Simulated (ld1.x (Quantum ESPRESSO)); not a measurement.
**Configuration tests for cerium (TM)**

```json
{"Element": "Ce", "Generator": "ld1.x (Quantum ESPRESSO) 7.5", "Type": "norm-conserving Troullier–Martins (Kleinman–Bylander form)", "Functional": "PBE", "Relativity": "scalar-relativistic", "Frozen core": "[Kr] 4d10", "Valence charge": "12", "Reference configuration": "4f0.5 5s2 5p6 5d1.5 6s2 6p0", "Partial waves": "5p (bound): rc 2.60 bohr; 5d (bound): rc 3.25 bohr; 4f (bound): rc 1.75 bohr; 5s (bound): rc 1.70 bohr", "Local potential": "the s channel", "Core correction": "none"}
```

Occupied shells without a wave of their own: 6s. They enter only through the test configuration that unscreens the potential.

Energies are relative to the spin-unpolarised reference configuration 4f0.5 5s2 5p6 5d1.5 6s2 6p0; without spin polarisation the order of configurations can differ from experiment.

```tsv
valence configuration	charge	ΔE all-electron (eV)	error AE − PS (meV)
4f1 5s2 5p6 5d1 6s2 6p0	0	-1.774	+79
4f1 5s2 5p6 5d1 6s1 6p0	+1	4.296	-20
4f2 5s2 5p6 5d0 6s2 6p0	0	-2.087	+541
4f1 5s2 5p6 5d1.5 6s1.5 6p0	0	-1.377	+63
4f1 5s2 5p6 5d2 6s0 6p0	+1	4.464	-55
```

**Question.** What are ΔE and the potential's error for 4f1 5s2 5p6 5d1 6s0 6p0?

**Answer.** ΔE = 15.377 eV all-electron; the error (AE − PS) is -186 meV.

**Question.** What are ΔE and the potential's error for 4f1 5s2 5p6 5d0 6s2 6p1?

**Answer.** ΔE = 0.521 eV all-electron; the error (AE − PS) is +69 meV.

Levels in the configuration 4f1 5s2 5p6 5d1.5 6s1.5 6p0:

```
level  all-electron (eV)  pseudo (eV)
   4f             -4.537       -4.991
   5s            -39.749      -39.819
   5p            -22.449      -22.456
   5d             -2.557       -2.601
   6s             -3.457       -3.529
```

The 6s level has no wave, so the channel is fitted at the deeper level alone: the likely source of the large errors.
